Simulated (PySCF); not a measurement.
Vertical excitations of a molecule CH₉N₃Si from TDDFT-B3LYP/def2-SVPD run with PySCF, as energy in eV (oscillator strength): 5.27 (0.006), 5.83 (0.002), 6.31 (0.028), 6.34 (0.028), 6.38 (0.050), 6.69 (0.024), 6.91 (0.015), 7.06 (0.015), 7.18 (0.102), 7.22 (0.006). Lowest triplet (TDA): 5.09 eV. The structure is a stationary point at r2SCAN-D4/def2-SVP. Other conformers were not sampled.

Problem. Identify the compound among the candidates.
A. NC[SiH](N)N
B. C[Si](N)(N)N
C. CN[SiH](N)N

Solution. A, NC[SiH](N)N
